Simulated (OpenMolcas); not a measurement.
V3+ with 6 ligands (ammonia) in octahedral coordination (S6) at 2.06 Å. Ligand basis ANO-RCC-VDZP.

```
Program             : OpenMolcas
Method              : CASSCF
Basis               : ANO-RCC-VTZP [6s5p3d2f1g]
Scalar Hamiltonian  : DKH2, point nucleus
Active space        : 2 electrons in 5 orbitals (3d)
State averaging     : 2S+1 = 3 even, 10 roots; 2S+1 = 1 even, 15 roots
Spin-orbit coupling : RASSI with atomic mean-field integrals over the reference wave functions
```

Q: What is the spin-free ground state?

A: A state of multiplicity 3, 2-fold in its orbital part; it has the highest spin that d2 allows.

Q: Where is the first state of the same spin?

A: A 1-fold state lies at 143 cm-1 above the ground state. The two act as a nearly degenerate pair, with unquenched orbital momentum.

Q: What are the lowest two levels with spin-orbit coupling?

A: A 2-fold level with g = 0.00, 0.00, 1.56, then a 2-fold level 51.2 cm-1 above it. Their leading multiplicities are 3 (100 %) and 3 (100 %).

Q: What is χT at 300 K, and how does it compare with the textbook value?

A: The lowest level has 2S+1 = 3, for which the spin-only value is χT = S(S+1) / 2 = 1.000 cm3 K/mol (g = 2). The computed 0.921 at 300 K differs by -0.079, through orbital momentum, spin-orbit coupling and any other state in reach.

An orbital doublet at a regular site is open to a Jahn-Teller distortion, which this geometry leaves out. Without dynamic correlation the repulsion within the d shell is too large (B by tens of per cent), so at a given field states of lower spin stand too high. The least metal-like active orbital is 84 % on the metal (Löwdin) and no ligand orbital is active, so the numbers are rough. Ligand-to-metal charge-transfer states are missing. With no ligand orbital active B as a rule stays too high, so bands that hang on it stand too high and its fall with covalency is understated. With metal d orbitals alone the field can be off either way by tens of per cent. No measured value stands beside these numbers; the geometry is a model, was not optimised and need not be the one that this ion takes.

With an even number of electrons the g values are those of a degenerate or nearly degenerate non-Kramers pair.
